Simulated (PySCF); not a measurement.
C2H2Cl2, charge +1, doublet, at a GFN2-xTB geometry of the parent state (a state made from the parent by changing its charge; the spin is typed, not shown lowest); TPSS/6-31G* (PySCF).

Input for PySCF:
```python
from pyscf import gto, scf, dft

mol = gto.M(
    atom='''
Cl    1.845802    0.105022    0.365429
C     0.627567   -0.338636   -0.779022
C    -0.613640    0.330103   -0.793643
Cl   -1.851995   -0.101228    0.333799
H     0.791346   -1.311577   -1.211456
H    -0.769641    1.298279   -1.239441
''',
    basis='6-31g*',
    charge=1,
    spin=1,
    verbose=4,
)

mf = dft.UKS(mol)
mf.xc = 'tpss'
mf.kernel()
mf.analyze()
```

Output, abridged:

```
PySCF version 2.14.0

[INPUT] verbose = 4
[INPUT] num. atoms = 6
[INPUT] num. electrons = 47
[INPUT] charge = 1
[INPUT] spin (= nelec alpha-beta = 2S) = 1
[INPUT] symmetry False subgroup None
[INPUT] Mole.unit = angstrom
[INPUT] Symbol           X                Y                Z      unit          X                Y                Z       unit  Magmom
[...]
nuclear repulsion = 178.813868386266
number of shells = 32
number of NR pGTOs = 164
number of NR cGTOs = 68
basis = 6-31g*
ecp = {}

******** <class 'pyscf.dft.uks.UKS'> ********
method = UKS
initial guess = minao
damping factor = 0
level_shift factor = 0
DIIS = <class 'pyscf.scf.diis.CDIIS'>
diis_start_cycle = 1
diis_space = 8
diis_damp = 0
SCF conv_tol = 1e-09
SCF conv_tol_grad = None
SCF max_cycles = 50
direct_scf = True
direct_scf_tol = 1e-13
number electrons alpha = 24  beta = 23
XC library pyscf.dft.libxc version 7.1.2
    S. Lehtola, C. Steigemann, M. J. T. Oliveira, and M. A. L. Marques,  SoftwareX 7, 1–5 (2018)
XC functionals = tpss
    J. Tao, J. P. Perdew, V. N. Staroverov, and G. E. Scuseria,  Phys. Rev. Lett. 91, 146401 (2003)
    J. P. Perdew, J. Tao, V. N. Staroverov, and G. E. Scuseria,  J. Chem. Phys. 120, 6898 (2004)
    J. Tao, J. P. Perdew, V. N. Staroverov, and G. E. Scuseria,  Phys. Rev. Lett. 91, 146401 (2003)
    J. P. Perdew, J. Tao, V. N. Staroverov, and G. E. Scuseria,  J. Chem. Phys. 120, 6898 (2004)
radial grids:
    Treutler-Ahlrichs [JCP 102, 346 (1995); DOI:10.1063/1.469408] (M4) radial grids

becke partition: Becke, JCP 88, 2547 (1988); DOI:10.1063/1.454033
pruning grids: <function nwchem_prune>
grids dens level: 3
symmetrized grids: False
atomic radii adjust function: <function treutler_atomic_radii_adjust>
small_rho_cutoff = 0
Set gradient conv threshold to 3.16228e-05
tot grids = 85616
init E= -998.077842110076

cycle= 1 E= -997.371817390921  delta_E= 0.706  |g|= 0.225  |ddm|= 1.88
cycle= 2 E= -997.072007001369  delta_E=  0.3  |g|= 0.755  |ddm|= 1.07
cycle= 3 E= -997.40510593939  delta_E= -0.333  |g|= 0.0456  |ddm|= 0.774
cycle= 4 E= -997.406157081896  delta_E= -0.00105  |g|= 0.0186  |ddm|= 0.0804
cycle= 5 E= -997.406402765781  delta_E= -0.000246  |g|= 0.00273  |ddm|= 0.026
cycle= 6 E= -997.406414505827  delta_E= -1.17e-05  |g|= 0.00196  |ddm|= 0.0103
cycle= 7 E= -997.406395683754  delta_E= 1.88e-05  |g|= 0.00541  |ddm|= 0.0197
cycle= 8 E= -997.406418284633  delta_E= -2.26e-05  |g|= 0.000461  |ddm|= 0.0163
cycle= 9 E= -997.406418473826  delta_E= -1.89e-07  |g|= 8.47e-05  |ddm|= 0.00131
cycle= 10 E= -997.406418478607  delta_E= -4.78e-09  |g|= 1.86e-05  |ddm|= 0.000146
cycle= 11 E= -997.406418478667  delta_E= -5.98e-11  |g|= 1.58e-05  |ddm|= 5.61e-05
Extra cycle  E= -997.406418475622  delta_E= 3.05e-09  |g|= 5.98e-05  |ddm|= 0.000204
converged SCF energy = -997.406418475622  <S^2> = 0.76654403  2S+1 = 2.0164762
**** SCF Summaries ****
Total Energy =                        -997.406418475621763
Nuclear Repulsion Energy =             178.813868386266137
One-electron Energy =                -1717.765064585865730
Two-electron Energy =                  541.544777723977859
Two-electron Coulomb Energy =          609.314151190355688
DFT Exchange-Correlation Energy =      -67.769373466377843
**** MO energy ****
                             alpha | beta                alpha | beta
[...]
To work with the spin densities directly, `use mulliken_meta_spin()` only printing them here.

 ** Mulliken spin pop alpha/beta on meta-lowdin orthogonal AOs **
 ** Mulliken Spin Density (per AO)  **
spin_pop of  0 Cl 1s        0.00000
spin_pop of  0 Cl 2s       -0.00000
spin_pop of  0 Cl 3s        0.00187
spin_pop of  0 Cl 4s        0.00017
spin_pop of  0 Cl 2px       0.00000
spin_pop of  0 Cl 2py       0.00000
spin_pop of  0 Cl 2pz      -0.00000
spin_pop of  0 Cl 3px       0.08726
spin_pop of  0 Cl 3py       0.00971
spin_pop of  0 Cl 3pz      -0.02751
spin_pop of  0 Cl 4px       0.00022
spin_pop of  0 Cl 4py       0.00013
spin_pop of  0 Cl 4pz       0.00007
spin_pop of  0 Cl 3dxy      0.00005
spin_pop of  0 Cl 3dyz     -0.00001
spin_pop of  0 Cl 3dz^2     0.00060
spin_pop of  0 Cl 3dxz     -0.00001
spin_pop of  0 Cl 3dx2-y2   -0.00006
spin_pop of  1 C 1s       -0.00001
spin_pop of  1 C 2s        0.01954
spin_pop of  1 C 3s       -0.00014
spin_pop of  1 C 2px       0.05620
spin_pop of  1 C 2py       0.11171
spin_pop of  1 C 2pz       0.23461
spin_pop of  1 C 3px      -0.00009
spin_pop of  1 C 3py       0.00011
spin_pop of  1 C 3pz       0.00078
spin_pop of  1 C 3dxy     -0.00006
spin_pop of  1 C 3dyz     -0.00030
spin_pop of  1 C 3dz^2    -0.00022
spin_pop of  1 C 3dxz      0.00029
spin_pop of  1 C 3dx2-y2    0.00012
spin_pop of  2 C 1s       -0.00001
spin_pop of  2 C 2s        0.01954
spin_pop of  2 C 3s       -0.00014
spin_pop of  2 C 2px       0.05237
spin_pop of  2 C 2py       0.11516
spin_pop of  2 C 2pz       0.23483
spin_pop of  2 C 3px      -0.00009
spin_pop of  2 C 3py       0.00012
spin_pop of  2 C 3pz       0.00077
spin_pop of  2 C 3dxy     -0.00006
spin_pop of  2 C 3dyz     -0.00030
spin_pop of  2 C 3dz^2    -0.00022
spin_pop of  2 C 3dxz      0.00030
spin_pop of  2 C 3dx2-y2    0.00012
spin_pop of  3 Cl 1s        0.00000
spin_pop of  3 Cl 2s       -0.00000
spin_pop of  3 Cl 3s        0.00188
spin_pop of  3 Cl 4s        0.00017
spin_pop of  3 Cl 2px       0.00000
spin_pop of  3 Cl 2py       0.00000
spin_pop of  3 Cl 2pz      -0.00000
spin_pop of  3 Cl 3px       0.08582
spin_pop of  3 Cl 3py       0.00965
spin_pop of  3 Cl 3pz      -0.02604
spin_pop of  3 Cl 4px       0.00021
spin_pop of  3 Cl 4py       0.00014
spin_pop of  3 Cl 4pz       0.00008
spin_pop of  3 Cl 3dxy      0.00005
spin_pop of  3 Cl 3dyz     -0.00001
spin_pop of  3 Cl 3dz^2     0.00059
spin_pop of  3 Cl 3dxz      0.00000
spin_pop of  3 Cl 3dx2-y2   -0.00006
spin_pop of  4 H 1s        0.00496
spin_pop of  4 H 2s        0.00009
spin_pop of  5 H 1s        0.00496
spin_pop of  5 H 2s        0.00009
 ** Mulliken Spin Density (per atom)  **
spin density of  0 Cl =      0.07251
spin density of  1 C =      0.42255
spin density of  2 C =      0.42240
spin density of  3 Cl =      0.07246
spin density of  4 H =      0.00504
spin density of  5 H =      0.00504
 ** Mulliken pop alpha/beta on meta-lowdin orthogonal AOs **
 ** Mulliken pop       alpha | beta **
In total            24.00000 | 23.00000
 ** Mulliken atomic charges   ( Nelec_alpha | Nelec_beta ) **
charge of  0Cl =      0.26691  (     8.40280      8.33029 )
charge of  1C =      0.02651  (     3.19802      2.77547 )
charge of  2C =      0.02664  (     3.19788      2.77548 )
charge of  3Cl =      0.26703  (     8.40272      8.33026 )
charge of  4H =      0.20646  (     0.39929      0.39425 )
charge of  5H =      0.20645  (     0.39930      0.39425 )

WARN: System has nonzero charge 1; the dipole moment is origin-dependent.
Location of origin: [0. 0. 0.]

Dipole moment(X, Y, Z, Debye):  0.01608, -0.01067, -1.97787
```
